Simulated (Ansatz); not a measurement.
Isolated molecules relaxed with PBE0-D4/def2-TZVP in Ansatz; ΔE leaves out vibrations. CCSD(T)/CBS is the MP2 limit (def2-TZVPP, def2-QZVPP) plus CCSD(T) − MP2 in def2-TZVPP, frozen cores. Functionals use def2-TZVPP. HSE06 is defined as in plane-wave codes.

Reaction (isomerisation): `[SiH3]C1CCC1` → `C[Si]1(C)CC1`

| level | ΔE (kJ/mol) | difference from CCSD(T)/CBS |
| --- | --- | --- |
| BLYP-D4 | -76.0 | -5.7 |
| r2SCAN0-D4 | -81.6 | -11.3 |
| HSE06-D4 | -74.7 | -4.4 |
| ωB97M-V | -74.8 | -4.5 |
| PBE | -81.5 | -11.2 |
| r2SCANh | -85.6 | -15.3 |
| HF/def2-SVP | -33.8 | 36.5 |
| MP2/def2-TZVPP | -71.3 | -1.0 |
| SCS-MP2/def2-TZVPP | -61.3 | 9.0 |
| HF/def2-QZVPP | -54.1 | 16.2 |
| CCSD(T)/CBS | -70.3 | 0 |

Largest T1 diagnostic among the species: 0.010.

From PBE to PBE0 (25 % exact exchange), in def2-TZVPP and without D4, ΔE moves by +5.2 kJ/mol. In def2-TZVPP, CCSD(T) changes the Hartree–Fock value by −11.9 kJ/mol (the triples alone add −2.0 kJ/mol) and MP2 by −17.8 kJ/mol. The D4 term adds +4.2 kJ/mol with B3LYP and +1.9 kJ/mol with PBE0; it sums over pairs of atoms, weighted by their polarisabilities, and B3LYP, whose exchange is more repulsive, gets the larger term.

B3LYP here is the variant with VWN-RPA as its local correlation; programs differ in this.
